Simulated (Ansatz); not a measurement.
Ca5O5⁻, relaxed as a doublet with UKS PBE-D4/def2-SVP in Ansatz, starting from the GFN1-xTB geometry. Force threshold 0.03 eV/Å.

The highest occupied level of the charge -1 doublet lies above zero (up to 0.43 eV). By energy differences its removal costs 1.28 eV (vertical, to the charge 0 singlet, at PBE0-D4/def2-TZVPD). The relaxation made no stability test and no search for a lower SCF solution. The structure comes from a short search, and lower isomers may exist.

Start:

```tsv
atom	x (Å)	y (Å)	z (Å)
Ca1	-1.282	-1.588	0.916
Ca2	0.051	0.669	-1.422
Ca3	3.212	0.369	-0.620
Ca4	-3.141	0.368	-0.843
Ca5	1.173	0.223	1.862
O6	3.107	0.321	1.352
O7	1.931	1.165	-1.879
O8	-3.167	-1.187	0.375
O9	-1.786	0.837	-2.187
O10	-0.097	-1.178	2.446
```

**Question.** Estimate the energy that the relaxation releases and the steps that it takes.

**Answer.** 78.8 kcal/mol, in 18 steps; 1.8 min on 4 threads of Arm Neoverse V2 on a shared host. No frequencies were taken in this run, so the end may be a saddle point.

**Question.** Does the start keep its bonding?

**Answer.** Bonds formed: Ca2–O10 (atoms count from 1).

**Question.** Predict the relaxed structure.

**Answer.** 
```xyz
10

Ca   -1.8669   -1.2316    1.6462
Ca    0.0432    0.5280   -1.1151
Ca    3.6968    1.0532   -0.4713
Ca   -3.6325   -0.1642   -1.3348
Ca    1.7277   -0.5798    2.0959
O     3.5062    0.1615    1.3899
O     2.0296    1.1939   -1.5968
O    -3.5802   -1.0704    0.5283
O    -1.8920    0.5603   -2.0509
O    -0.0317   -0.4509    0.9085
```
Bond lengths (bridged metal pairs left out): 11 × Ca–O 2.02 to 2.25 Å.
